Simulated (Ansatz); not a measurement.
Energy profile

The step: Si₃H₇F ([F][SiH2][SiH2][SiH3]) → Si₂H₅F ([F][SiH2][SiH3]) + SiH₂ (still joined by a long Si–F bond); bonds formed: Si1–F3; bonds broken: Si1–Si2; bonds weakened to dative contacts: Si2–F3 (atoms numbered as in the saddle structure below).

```xyz
11
angstrom
Si -1.0426 0.0152 -0.3898
Si 0.9507 1.5995 -0.2179
F -0.1107 0.9565 -1.6237
H 0.8540 3.0684 -0.5158
H 2.2981 1.2702 -0.7914
H -1.9820 0.9186 0.3161
H -1.8004 -0.6420 -1.4970
Si 0.0165 -1.5544 0.9613
H -0.7130 -2.8528 1.0655
H 0.1701 -0.9521 2.3102
H 1.3594 -1.8271 0.3824
```

Electronic energies by CCSD(T) at an estimated basis limit (MP2 extrapolated from triple and quadruple zeta, plus CCSD(T) − MP2 in triple zeta), on PBE0-D4/def2-TZVP structures; Si3H7F, singlet; no counterpoise correction. Computed with Ansatz 0.2.0 (basis: def2-TZVPP and def2-QZVPP); correlated methods freeze the cores. Extrapolation: Hartree–Fock as exp(−7.88 √X), correlation as X^−2.97.

Problem. Give the profile in kJ/mol, counted from the start structure. (To be estimated.)

Solution. The calculation gives:
| point | kJ/mol |
| --- | --- |
| start structure | 0.0 |
| saddle | 226.4 |
| end structure | 214.4 |
| separated: Si2H5F (linked as [F][SiH2][SiH3]; Si1, F3, H6, H7, Si8, H9, H10, H11; singlet) + SiH2 (Si2, H4, H5; singlet) | 244.3 |

T1 diagnostic: at most 0.015. The restricted Hartree–Fock reference is unstable towards an unrestricted one at one or more of these structures.

Losses and insertions of silylenes and their heavier kin drive the gas-phase chemistry of silicon and germanium vapour deposition.

For scale, one of the runs: CCSD(T)/def2-TZVPP, 255 basis functions, launched by `ansatz run in.yaml --threads 4 --pin off --events-out ev --progress --plain --max-ram 9574MiB`. Hardware: 4 CPU threads of an Arm Neoverse V2, shared host. Wall time 98 s; peak host memory 5.1 GiB.
